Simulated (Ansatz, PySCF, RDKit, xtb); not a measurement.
Noncovalent pair: C2H4 (SMILES C=C) (first 6 atoms) with C2H6O (SMILES COC); geometry from B3LYP-D3(BJ)/def2-TZVP, rigid monomers moved along the line of their centres of mass till H5···O8 is 2.80 Å.
(charge 0, multiplicity 1):
```
atom    x (Å)    y (Å)    z (Å)
----  -------  -------  -------
C      0.5184  -0.5038   0.2877
C     -0.3977   0.4366   0.4691
H      0.8600  -0.7904  -0.6998
H      0.9667  -1.0288   1.1230
H     -0.7351   0.7185   1.4592
H     -0.8421   0.9575  -0.3710
C      0.6687   0.7797   4.5093
O     -0.6897   0.4999   4.2494
C     -1.0012  -0.8675   4.4054
H      1.3287   0.2342   3.8230
H      0.9402   0.5155   5.5395
H      0.8147   1.8488   4.3646
H     -0.4204  -1.4922   3.7150
H     -2.0604  -0.9878   4.1844
H     -0.8066  -1.2062   5.4312
```

Monomers are frozen at their geometry in the pair; levels with a basis set take the counterpoise correction. Rows marked so take none.

Cores are frozen in the correlated methods. Rows in 6-31G* carry no dispersion term and start afresh at each structure (6-31G* with six Cartesian d functions).

Programs: Ansatz (Gaussian orbitals); PySCF for 6-31G* rows, the dispersion terms; RDKit for the force fields; xtb for the GFN methods. 

```
level                        interaction energy (kcal/mol)
---------------------------  -----------------------------
MMFF94                                               -1.14
GFN-FF                                               -1.24
GFN2-xTB                                             -1.38
HF/6-31G* (no counterpoise)                          -0.96
HF/aug-cc-pVDZ                                       -0.20
PBE-D3(BJ)/def2-TZVPPD                               -1.86
PBE-D4/def2-TZVPPD                                   -1.85
PBE0-D3(BJ)/def2-TZVPPD                              -1.78
CCSD(T)/aug-cc-pVDZ                                    [?]
```

Task: Some entries are withheld; supply them.

Result: 
- CCSD(T)/aug-cc-pVDZ, interaction energy (kcal/mol): -1.48

Ansatz is an electronic-structure program.
